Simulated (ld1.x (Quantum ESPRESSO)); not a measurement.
Building the PAW potential for boron (LDA (PZ), scalar-relativistic).

boron (B), PAW, made with ld1.x (Quantum ESPRESSO) 7.5 (LDA (PZ), scalar-relativistic). Core [He], reference 2s2 2p1. Waves: 2s (bound): rcut 0.85, rcutus 1.10 bohr; 2s channel at 3 Ry: rcut 0.85, rcutus 1.10 bohr; 2p (bound): rcut 1.75, rcutus 2.00 bohr; 2p channel at 1.25 Ry: rcut 1.75, rcutus 2.00 bohr; 3d channel at -0.15 Ry: rcut 1.80, rcutus 2.05 bohr. Local part: all-electron potential smoothed inside 1.85 bohr (lloc = -2). Core correction: Bessel-smoothed model core, default radius (core density twice the valence density). Augmentation charge: BESSEL, radius 0.70 bohr.

All-electron outer shells of the reference configuration (LDA (PZ), scalar-relativistic, ld1.x):

```csv
shell,level (eV),outermost node (bohr),outermost maximum (bohr)
1s,-178.66,–,0.21
2s,-9.39,0.46,1.52
2p,-3.72,–,1.55
```

**Question.** Does the generator finish with these settings?

**Answer.** Yes, a potential is produced and its reference levels are reproduced.

**Question.** Estimate the cutoffs (Ry, on a coarse ladder) from which the occupation-weighted sum of valence levels, in a spherical-Bessel basis at the reference potential, stays within 10 and 1 mRy of its value at 400 Ry.

**Answer.** 25 Ry and 35 Ry.

**Question.** What does a ghost test show?

**Answer.** No extra level below or beside the all-electron valence levels (s, p, d, f tested).

**Question.** Is the overlap operator S = 1 + Σ q|β⟩⟨β| positive definite (Bessel basis up to 400 Ry)?

**Answer.** Yes: its lowest eigenvalue is 0.63 (s channel).

**Question.** Which valence shell sets the plane-wave cutoff?

**Answer.** 2s: its level needs 30 Ry to come within 1 mRy, against 18 Ry for 2p.

**Question.** Tests: 2s2 2p0; 2s1 2p0; 2s2 2p0.5; 2s1 2p2; 2s1 2p1; 2s0 2p3; 2s2 2p1.3. Which has the largest error in its energy relative to the reference configuration, and how large is it?

**Answer.** 2s1 2p0, with -6.9 meV (all-electron minus pseudo) on +33.63 eV.
